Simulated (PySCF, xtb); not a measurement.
Cd(Br)(SeH) (BrCdHSe), SMILES [Br][Cd][SeH].

GFN2-xTB (xtb 6.7.1) at its own geometry gives an orbital gap of 2.99 eV and a dipole moment of 6.06 D.

Geometry: r2SCAN-D4/def2-SVP. The structure was generated by enumeration; whether it is a known compound was not checked. The def2 effective core potentials stand for the cores of Cd; spin–orbit coupling is left out. The values are those of a single conformer.

Question: What does PySCF with r2SCAN/def2-TZVPD give? (Estimate from the structure and the level; the computed values follow.)

Answer: gap 3.86 eV (levels -6.43 and -2.57 eV), dipole 1.37 D.
